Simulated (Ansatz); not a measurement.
The same path of a periodic cell of 17 atoms, Si (host Si, host structure diamond, interstitial Si) was run twice with different band settings. Lost on the way: Si15–Si17. Made: Si10–Si17.

Method: Ansatz 0.2.0, DFT LDA, scalar-relativistic, plane waves, PAW. Settings: PAW set soft_1, cutoff 420 eV, k mesh 2x2x2, gaussian smearing 0.05 eV, no spin polarisation.

Relaxed end points:

```xyz
17
Lattice="0.0000 5.4300 5.4300 5.4300 0.0000 5.4300 5.4300 5.4300 0.0000" Properties=species:S:1:pos:R:3
Si 0.005 -0.005 -0.003
Si 1.324 1.355 1.360
Si 2.698 2.732 -0.017
Si 4.075 4.105 1.360
Si 2.695 -0.023 2.738
Si 4.074 1.357 4.109
Si 5.454 2.735 2.738
Si 6.792 4.069 4.076
Si 0.005 2.718 2.720
Si 1.358 4.072 4.073
Si 2.713 5.425 2.720
Si 4.075 6.785 4.039
Si 2.711 2.719 5.426
Si 4.074 4.037 6.788
Si 5.454 5.407 5.410
Si 6.824 6.787 6.788
Si 4.077 6.784 6.792
```

```xyz
17
Lattice="0.0000 5.4300 5.4300 5.4300 0.0000 5.4300 5.4300 5.4300 0.0000" Properties=species:S:1:pos:R:3
Si 0.000 -0.007 -0.002
Si 1.334 1.333 1.334
Si 2.713 2.714 -0.035
Si 4.092 4.091 1.338
Si 2.714 -0.035 2.715
Si 4.095 1.334 4.095
Si 5.464 2.714 2.716
Si 6.782 4.077 4.077
Si -0.035 2.713 2.713
Si 1.340 4.089 4.090
Si 2.716 5.464 2.714
Si 4.076 6.784 4.076
Si 2.717 2.713 5.464
Si 4.077 4.077 6.783
Si 5.430 5.431 5.430
Si 6.784 6.784 6.784
Si 2.715 8.138 8.143
```

Common settings: movable images 3; climbing image yes; force threshold 0.05 eV/Å; end points relaxed.

| run | spring | optimiser | start path | iteration limit |
| --- | --- | --- | --- | --- |
| 1 | 5.0 eV/Å² | quadratic models (default) | IDPP | 80 |
| 2 | 0.1 eV/Å² | fire | default | 42 |

Question: What does each run give, and how far can it be trusted?

Answer: Run 1: converged after 32 iterations, highest image 0.314 eV above the first end. By the program's own check the climbing image is of a kind that is not told: the force calls were inconclusive, a negative curvature could not be distinguished from the path's own, the only one lies far off the path, or fixed occupations may fill a level only in part (lowest curvatures found: -0.08 and 0.53 eV/Å²).
Run 2: converged after 24 iterations, highest image 0.315 eV above the first end. The order of the stationary point at the top wasn't checked.
Limits of this set-up: coarse k mesh, PAW files made for another functional, a small cell, in which the defect meets its images.
